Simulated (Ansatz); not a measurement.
Geometry optimisation, RKS B3LYP-D4/def2-SVP in Ansatz.

The input (input.yaml):

```yaml
crystal:
  periodic: [false, false, false]
  atoms:
    - { symbol: C, position_ang: [-1.04699, 1.56217, -0.17033] }
    - { symbol: Si, position_ang: [-0.51616, 0.06256, 0.58821] }
    - { symbol: Si, position_ang: [-1.42812, -0.9661, 2.34396] }
    - { symbol: F, position_ang: [-0.19094, -1.13532, 3.40455] }
    - { symbol: H, position_ang: [-0.74161, 1.85795, -1.16165] }
    - { symbol: H, position_ang: [-1.86275, 2.14118, 0.22962] }
    - { symbol: H, position_ang: [-1.95362, -2.32877, 2.54206] }
basis:
  gaussian: { orbitals: def2-SVP }
hamiltonian:
  xc: b3lyp
  dispersion: d4
relax:
  f_tol: 0.015
  max_steps: 40
```

Run as:

```bash
$ ansatz run input.yaml --threads 1 --pin off --max-ram 2048MiB --backend cpu --events-out ev --progress --plain --runs-dir out
```

Task: Where does it end, and by what steps?

Result: The forces met the threshold. After 10 steps the energy has fallen by 0.311 eV; H7 moved furthest, 0.27 Å.

| step | energy less start (eV) | largest force component (eV/Å) | accepted |
| --- | --- | --- | --- |
| 0 | 0.0000 | 1.611 | yes |
| 1 | -0.1790 | 0.845 | yes |
| 2 | -0.2674 | 0.670 | yes |
| 3 | -0.2631 | 0.547 | no |
| 4 | -0.3080 | 0.247 | yes |
| 5 | -0.3056 | 0.225 | no |
| 6 | -0.3101 | 0.158 | yes |
| 7 | -0.3059 | 0.211 | no |
| 8 | -0.3112 | 0.032 | yes |
| 9 | -0.3110 | 0.059 | no |
| 10 | -0.3112 | 0.012 | yes |

```xyz
7
Properties=species:S:1:pos:R:3
C -1.116 1.483 -0.188
Si -0.556 -0.017 0.457
Si -1.326 -0.899 2.435
F -0.232 -1.103 3.631
H -0.800 1.821 -1.181
H -1.777 2.175 0.345
H -1.934 -2.267 2.277
```

Whether the end is a true minimum wasn't checked by a vibrational analysis.

The run took 23 s on 1 thread of Intel(R) Xeon(R) Platinum 8375C CPU @ 2.90GHz (Ice Lake) (shared host), peak memory 0.16 GiB.
